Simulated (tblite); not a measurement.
Start geometry of `CS[Si@H](P)S[SiH3]` from a force field or distance geometry (Å):
```
atom  x, y, z in Å
C1     2.6776    1.0313    0.0670
S2     2.1233   -0.6494   -0.2801
Si3    0.0479   -0.6244    0.2079
P4    -0.7127   -2.6640   -0.1218
S5    -0.9212    0.7166   -1.1280
Si6   -2.6269    1.0403    0.1041
H7     2.1730    1.7485   -0.6013
H8     3.7534    1.1093   -0.0965
H9     2.4710    1.3037    1.1086
H10   -0.1125   -0.1983    1.6204
H11   -0.1798   -2.8472   -1.4123
H12    0.3423   -3.3471    0.5421
H13   -3.5521    1.9721   -0.5740
H14   -3.3067   -0.2451    0.3659
H15   -2.1810    1.6617    1.3846
```

**Question.** What comes out of this run: GFN2-xTB geometry optimisation, gas phase (tblite 0.8.0)?

**Answer.** 
```
atom  x, y, z in Å
C1     2.8042    1.0270   -0.1630
S2     2.2248   -0.6947   -0.2350
Si3    0.2763   -0.4956    0.6377
P4    -0.9900   -2.3185    0.3342
S5    -0.6515    1.2868   -0.1461
Si6   -2.7533    0.8150   -0.1197
H7     2.0580    1.6724   -0.6137
H8     3.7308    1.0641   -0.7250
H9     2.9785    1.3066    0.8705
H10    0.4234   -0.2711    2.0764
H11   -0.7391   -2.4268   -1.0220
H12    0.0275   -3.1956    0.6469
H13   -3.3408    2.1091   -0.4170
H14   -2.9917   -0.1864   -1.1504
H15   -3.0615    0.3158    1.2129
```

The energy falls by 0.254 eV over 182 L-BFGS steps, the largest force on an atom goes from 1.15 to 0.006 eV/Å, and the atoms move by 0.788 Å rms after alignment. The bond that changes most is P4–H12 (three-coordinate phosphorus to P–H hydrogen), which shortens by 0.042 Å. Bonds longer at the end by more than 0.005 Å: 5 of 14; shorter: 9. Among the angles that change most is S5–Si6–H13, from 109.4° to 101.4°. Among the dihedrals that turn most is P4–Si3–S5–Si6, from 85° to 25°. Rotational constants go from 1449, 875.4, 604.5 to 1594, 851.9, 583.3 MHz. The orientation of the end geometry is arbitrary; only internal coordinates are fixed.

Its GFN2-xTB frequencies are all real (lowest 22 cm⁻¹). The numbers are those of one conformer. 3 starts were optimised and ended at 0.00, 0.08 and 1.92 kcal/mol (GFN2-xTB); the lowest of these is shown.

These are computed values.
